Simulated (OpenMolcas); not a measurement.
## Fe: effect of the active space

* Program: OpenMolcas 26.06
* Method: CASSCF or its RAS form
* Basis: ANO-RCC-VDZP
* Scalar Hamiltonian: DKH2, point nucleus
* Spin-orbit coupling: RASSI with atomic mean-field integrals over the reference wave functions, term energies averaged over their components

A. 6 electrons in 5 orbitals (3d); 2S+1 = 5 even, 5 roots; 2S+1 = 3 even, 45 roots; 2S+1 = 1 even, 50 roots (35 in the spin-orbit step); cost roughly 20 core-seconds
B. 8 electrons in 6 orbitals (3d 4s); 2S+1 = 5 even, 15 roots; 2S+1 = 3 even, 73 roots; 2S+1 = 1 even, 22 roots; cost of the order of 50 core-seconds
C. 8 electrons in 9 orbitals (RAS2 3d 4s; RAS3 4p, at most 2 electrons); 2S+1 = 5 even, 15 roots; 2S+1 = 3 even, 68 roots kept (CI in the orbitals of an earlier block); 2S+1 = 1 even, 32 roots kept (CI in the orbitals of an earlier block); 2S+1 = 5 odd, 69 roots; 2S+1 = 7 odd, 15 roots kept (CI in the orbitals of an earlier block); 2S+1 = 3 odd, 15 roots kept (CI in the orbitals of an earlier block); 2S+1 = 1 odd, 13 roots kept (CI in the orbitals of an earlier block, 0 in the spin-orbit step); cost roughly 3 core-minutes

Energies in cm-1 above 3d6 4s2 5D4, the measured ground level; measured values from NIST Handbook of Basic Atomic Spectroscopic Data.

```csv
Level,A,B,C,Measured
3d6 4s2 5D4,0.0,0.0,0.0,0.0
3d6 4s2 5D3,432,389,388,416
3d6 4s2 5D2,739,665,665,704
3d6 4s2 5D1,938,844,845,888
3d6 4s2 5D0,1035,932,934,978
3d6 4s2 3H6,21679,17099,20052,19390
3d6 4s2 3H5,21906,17346,20259,19621
3d6 4s2 3H4,22078,17450,20417,19788
```

Deviations, from unrounded energies. A percentage is the sum of absolute deviations over the sum of measured energies, with the sign that they share, or ± where signs differ.

```csv
Against measurement,Levels,A,B,C
mean absolute deviation (cm-1),7,1000,1000,300
fine structure of the ground term (%),4,+5.3,-5.2,-5.2
other terms of the ground configuration (%),3,+11.7,-11.7,+3.3
```

C lies closest to measurement on these levels and B furthest from it. The largest miss of C in the table is 3d6 4s2 3H6, by +660 cm-1. The ranking rests on the paired levels alone, and a cruder setting can come out closer through cancelling errors.

The spin-orbit steps hold different terms of 3d6 4s2 (B lacks 1D, 1F, 1S, a 3F, a 3P; C lacks 1D, 1F, a 3F, a 3P), which shifts levels as well.

Among A to C the level of the table that moves most is 3d6 4s2 3H4, by 4600 cm-1 (lowest in B, highest in A).

Without dynamic correlation excited terms often stand tens of per cent too high (terms of higher spin than the ground term too low), and those without a measured partner can miss by more than the paired ones. Some high roots are left out of the spin-orbit mixing, which shifts the levels that they would mix with (holds for A; C). With the s shell closed, the reference lacks s² → p², s² → d² and s → d mixing, so excited terms can stand far too high and out of order, with CASPT2 too (holds for A). Terms from blocks run as CI alone lack orbitals of their own (holds for C). Measured partners are found by configuration, term and J. A level has none where our copy of the source lacks it or the pairing is in doubt (some pairs that miss far off the trend of their configuration count as doubtful), and it then counts in no deviation. Only configurations of the active space appear. Levels that lie high or do not pair safely by name in every column are left out.
